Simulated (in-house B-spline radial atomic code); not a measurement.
## Binding energies in the iron ion Fe⁸⁺

NIST's tabulated ground configuration is [Ne] 3s2 3p6; each binding energy is the energy of the ion with one electron taken from that subshell, relaxed, less that of the parent. All numbers are computed (Dirac-Hartree-Fock, average of configuration; Fermi nucleus of rms radius 3.7377 fm) with a radial B-spline atomic code at the basis-set limit, not measured. Energies include first-order Breit, QED and recoil terms.

| subshell | X-ray name | binding energy (eV) | -ε (eV) | relaxation (eV) |
| --- | --- | --- | --- | --- |
| 1s | K | 7318.6 | 7360.7 | 30.6 |
| 2s | L1 | 1060.8 | 1070.0 | 8.3 |
| 2p1/2 | L2 | 933 | 943.6 | 9.8 |
| 2p3/2 | L3 | 920.8 | 931.0 | 9.6 |
| 3s | M1 | 277.3 | 278.5 | 1.0 |
| 3p1/2 | M2 | 234.4 | 235.6 | 1.1 |
| 3p3/2 | M3 | 232.5 | 233.6 | 1.0 |

Relaxation = -ε minus the binding energy without Breit, QED and recoil terms.

Emission lines follow as differences of binding energies, with λ = 12398.42 eV·Å / E:

```tsv
line	holes	energy (eV)	wavelength (Å)
K-L3	1s → 2p3/2	6397.8	1.9379
K-L2	1s → 2p1/2	6385.6	1.9416
K-M3	1s → 3p3/2	7086.1	1.7497
L1-M3	2s → 3p3/2	828.3	14.969
L3-M1	2p3/2 → 3s	643.5	19.267
```

Q: What screening constant σ does Moseley's law, E = (3/4)·13.6057 eV·(Z - σ)², need for K-L3?

A: σ = 0.96.

Q: What does it cost to remove two 3s electrons?

A: 585.89 eV, which is 31.27 eV more than the two single binding energies together.

Q: What does it cost to remove both a 2s and a 3p1/2 electron?

A: 1332.8 eV, which is 37.56 eV more than the two single binding energies together.

Q: What does it cost to remove both a 2s and a 3p3/2 electron?

A: 1330.6 eV, which is 37.34 eV more than the two single binding energies together.
